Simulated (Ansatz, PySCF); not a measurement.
Gas-phase reaction in SMILES: CC[O][GeH3] [ethoxygermane] → [CH2][O][GeH3] + [CH3] (CH3) (the C-C bond at the site shown breaks; other sites are not compared here)
Geometries: B3LYP-D3(BJ)/def2-TZVP minima from Ansatz (a first-principles code), one conformer each, not searched for the lowest.

Wanted: bond dissociation energy (enthalpy at 298 K, with B3LYP-D3(BJ) rigid-rotor harmonic-oscillator terms from PySCF), in eV. Valence correlation only, unless marked. Open shells are spin-unrestricted. No spin-orbit coupling. The frozen core is the preceding noble-gas configuration, with the filled d and f shells of earlier blocks. Non-relativistic. CBS marks a two-point X^-3 extrapolation of the correlation energy; Hartree-Fock from the larger set.

```
level          program  bond dissociation energy (eV)
-------------  -------  -----------------------------
PBE0/def2-SVP   Ansatz                           3.73
```

Predict the CCSD(T)/CBS(aug-cc-pVTZ,aug-cc-pVQZ) result (Ansatz).

3.76 eV
